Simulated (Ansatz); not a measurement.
C2H7BOSi can be A, `B[SiH2]/C=C/O`, or B, `CC1[SiH2]B1O`.

Computed with Ansatz on PBE0-D4/def2-TZVP structures; ΔE is electronic, products minus reactants. CBS: MP2 limit from def2 TZ/QZ plus the TZ coupled-cluster correction, frozen cores. DFT in def2-TZVPP. B3LYP here is the variant with VWN-RPA as its local correlation; programs differ in this. One conformer a species, not always the lowest.

Problem. Which is lower in electronic energy at CCSD(T)/CBS, and by how much? (Estimate.)

Solution. Computed: B, by 36.8 kcal/mol.

Problem. Give E(B) − E(A) in kcal/mol with B3LYP, ωB97M-V, CCSD/def2-TZVPP, r2SCAN-D4, PBE0-D4, CCSD(T)/def2-TZVPP, MP2/def2-TZVPP. (Estimate.)

Solution. Computed: B3LYP -37.0, ωB97M-V -36.0, CCSD/def2-TZVPP -38.2, r2SCAN-D4 -33.8, PBE0-D4 -35.1, CCSD(T)/def2-TZVPP -36.4, MP2/def2-TZVPP -35.8. None reverses the order clearly.

Largest T1 diagnostic: 0.013.

In def2-TZVPP, CCSD(T) changes the Hartree–Fock value by +5.9 kcal/mol (the triples alone add +1.8 kcal/mol) and MP2 by +6.5 kcal/mol. From PBE to PBE0 (25 % exact exchange), in def2-TZVPP and without D4, E(B) − E(A) moves by −1.9 kcal/mol.
